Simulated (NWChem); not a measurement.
System: C2H2BFO2; SMILES O=C1OCB1F

Here is an NWChem input.

```
start job
memory heap 200 mb stack 900 mb global 1100 mb
geometry units angstroms
  O      1.865673    -0.745649     0.002855
  C      0.700648    -0.485442     0.012633
  O     -0.323163    -1.387588     0.084416
  C     -1.429412    -0.442685     0.054853
  B     -0.361965     0.734064    -0.033296
  F     -0.414846     2.029191    -0.105348
  H     -2.030971    -0.550601     0.959884
  H     -2.068122    -0.649276    -0.806655
end
basis spherical
  * library def2-svp
end
dft
  xc xpbe96 cpbe96
  disp vdw 4
  iterations 150
end
driver
  maxiter 120
end
task dft optimize
task dft freq
```

Excerpt of the output:

```
             Northwest Computational Chemistry Package (NWChem) 7.3.0
             --------------------------------------------------------

 CS  symmetry detected

                             Geometry "geometry" -> ""
                             -------------------------

 Output coordinates in angstroms (scale by  1.889725989 to convert to a.u.)

  No.       Tag          Charge          X              Y              Z
 ---- ---------------- ---------- -------------- -------------- --------------
    1 O                    8.0000     1.26443791    -1.58708629     0.00000000
    2 C                    6.0000     0.40252512    -0.76113660     0.00000000
    3 O                    8.0000    -0.94223293    -1.00369563     0.00000000
    4 C                    6.0000    -1.39823498     0.37817430     0.00000000
    5 B                    5.0000     0.12649563     0.83330951     0.00000000
    6 F                    9.0000     0.75393510     1.96982230     0.00000000
    7 H                    1.0000    -2.01063737     0.56454046     0.88484133
    8 H                    1.0000    -2.01063737     0.56454046    -0.88484133

 Effective nuclear repulsion energy (a.u.)     207.2524816914

      Symmetry information
      --------------------

 Group name             Cs
 Group number              2
 Group order               2
 No. of unique centers     7

                                Z-matrix (autoz)
                                --------

 Units are Angstrom for bonds and degrees for angles

      Type          Name      I     J     K     L     M      Value
      ----------- --------  ----- ----- ----- ----- ----- ----------
    1 Stretch                  1     2                       1.19377
    2 Stretch                  2     3                       1.36646
    3 Stretch                  2     5                       1.61816
    4 Stretch                  3     4                       1.45516
    5 Stretch                  4     5                       1.59121
    6 Stretch                  4     7                       1.09211
    7 Stretch                  4     8                       1.09211
    8 Stretch                  5     6                       1.29821
    9 Bend                     1     2     3               125.99590
   10 Bend                     1     2     5               143.60105
   11 Bend                     2     3     4                98.03761
   12 Bend                     2     5     4                83.20119
   13 Bend                     2     5     6               141.27638
   14 Bend                     3     2     5                90.40305
   15 Bend                     3     4     5                88.35814
   16 Bend                     3     4     7               109.74125
   17 Bend                     3     4     8               109.74125
   18 Bend                     4     5     6               135.52243
   19 Bend                     5     4     7               119.24278
   20 Bend                     5     4     8               119.24278
   21 Bend                     7     4     8               108.23283
   22 Torsion                  1     2     3     4         180.00000
   23 Torsion                  1     2     5     4         180.00000
   24 Torsion                  1     2     5     6           0.00000
   25 Torsion                  2     3     4     5          -0.00000
   26 Torsion                  2     3     4     7        -120.59337
   27 Torsion                  2     3     4     8         120.59337
   28 Torsion                  2     5     4     3           0.00000
   29 Torsion                  2     5     4     7         111.79076
   30 Torsion                  2     5     4     8        -111.79076
   31 Torsion                  3     2     5     4           0.00000
   32 Torsion                  3     2     5     6         180.00000
   33 Torsion                  3     4     5     6         180.00000
   34 Torsion                  4     3     2     5           0.00000
   35 Torsion                  6     5     4     7         -68.20924
   36 Torsion                  6     5     4     8          68.20924

  pbe96 is a nonlocal functional; adding pw91lda local functional.

                           NWChem Geometry Optimization
                           ----------------------------

 maximum gradient threshold         (gmax) =   0.000450
 rms gradient threshold             (grms) =   0.000300
 maximum cartesian step threshold   (xmax) =   0.001800
 rms cartesian step threshold       (xrms) =   0.001200
 fixed trust radius                (trust) =   0.300000
 source of zmatrix                         =   autoz

          -------------------
          Energy Minimization
          -------------------

 Using diagonal initial Hessian
 Scaling for Hessian diagonals: bonds = 1.00  angles = 0.25  torsions = 0.10

          --------
          Step   0

                                 NWChem DFT Module
                                 -----------------

 Summary of "ao basis" -> "ao basis" (spherical)
 ------------------------------------------------------------------------------
       Tag                 Description            Shells   Functions and Types
 ---------------- ------------------------------  ------  ---------------------
 O                          def2-svp                 6       14   3s2p1d
 C                          def2-svp                 6       14   3s2p1d
 B                          def2-svp                 6       14   3s2p1d
 F                          def2-svp                 6       14   3s2p1d
 H                          def2-svp                 3        5   2s1p

      Symmetry analysis of basis
      --------------------------

        a'         65
        a"         29

[...]

      ----------------------
      Optimization converged
      ----------------------

  Step       Energy      Delta E   Gmax     Grms     Xrms     Xmax
  ---- ---------------- -------- -------- -------- -------- --------
@    5    -351.94245084 -5.6D-07  0.00020  0.00004  0.00034  0.00105
                                     ok       ok       ok       ok

                                Z-matrix (autoz)
                                --------

 Units are Angstrom for bonds and degrees for angles

[...]

 Rotational Constants
 --------------------
 A=   0.189726 cm-1  (  0.272967 K)
 B=   0.113478 cm-1  (  0.163266 K)
 C=   0.072006 cm-1  (  0.103599 K)

 Temperature                      =   298.15K
 frequency scaling parameter      =   1.0000

 Zero-Point correction to Energy  =   28.296 kcal/mol  (  0.045092 au)
 Thermal correction to Energy     =   31.684 kcal/mol  (  0.050491 au)
 Thermal correction to Enthalpy   =   32.276 kcal/mol  (  0.051435 au)

 Total Entropy                    =   74.789 cal/mol-K
   - Translational                =   39.320 cal/mol-K (mol. weight =  88.0132)
   - Rotational                   =   26.433 cal/mol-K (symmetry #  =        1)
   - Vibrational                  =    9.036 cal/mol-K

 Cv (constant volume heat capacity) =   18.134 cal/mol-K
   - Translational                  =    2.979 cal/mol-K
   - Rotational                     =    2.979 cal/mol-K
   - Vibrational                    =   12.175 cal/mol-K

[normal modes left out]

 ----------------------------------------------------------------------------
 Normal Eigenvalue ||           Projected Infra Red Intensities
  Mode   [cm**-1]  || [atomic units] [(debye/angs)**2] [(KM/mol)] [arbitrary]
 ------ ---------- || -------------- ----------------- ---------- -----------
    1       -0.000 ||    0.000741           0.017         0.722       0.181
    2       -0.000 ||    0.000305           0.007         0.298       0.075
    3       -0.000 ||    0.003948           0.091         3.849       0.966
    4        0.000 ||    0.000061           0.001         0.059       0.015
    5        0.000 ||    0.000285           0.007         0.278       0.070
    6        0.000 ||    0.001193           0.028         1.163       0.292
    7      112.854 ||    0.007089           0.164         6.911       1.734
    8      258.381 ||    0.002614           0.060         2.548       0.639
    9      272.731 ||    0.008399           0.194         8.188       2.055
   10      506.567 ||    0.008792           0.203         8.571       2.151
   11      564.265 ||    0.001374           0.032         1.340       0.336
   12      586.057 ||    0.004211           0.097         4.105       1.030
   13      731.845 ||    0.002194           0.051         2.139       0.537
   14      830.353 ||    0.010915           0.252        10.641       2.670
   15      891.667 ||    0.098173           2.265        95.704      24.014
   16      916.032 ||    0.071154           1.642        69.364      17.405
   17     1065.928 ||    0.174073           4.016       169.695      42.579
   18     1110.185 ||    0.000543           0.013         0.530       0.133
   19     1199.827 ||    0.006716           0.155         6.547       1.643
   20     1390.269 ||    0.006007           0.139         5.856       1.469
   21     1461.232 ||    0.328375           7.576       320.116      80.323
   22     1863.566 ||    0.230650           5.321       224.849      56.419
   23     2991.936 ||    0.009136           0.211         8.906       2.235
   24     3048.884 ||    0.004217           0.097         4.111       1.032
 ----------------------------------------------------------------------------
```

Level: PBE-D3(BJ)/def2-SVP.
